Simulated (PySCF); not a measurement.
Vertical excitations of a molecule CH3Si, multiplicity 2 from TDA-M06-2X/def2-TZVPD run with PySCF, as energy in eV (oscillator strength): 1.34 (0.000), 2.99 (0.005), 3.67 (0.000), 5.32 (0.012), 5.44 (0.233), 5.58 (0.031), 5.83 (0.028), 5.97 (0.000), 6.14 (0.002), 6.34 (0.164). Geometry optimised at ωB97X-D3(BJ)/def2-TZVP. Other conformers were not sampled.

Q: Pick the molecule that these values belong to.
(A) C=[SiH]
(B) [CH]=[SiH2]
(C) C[Si]

A: B, [CH]=[SiH2]
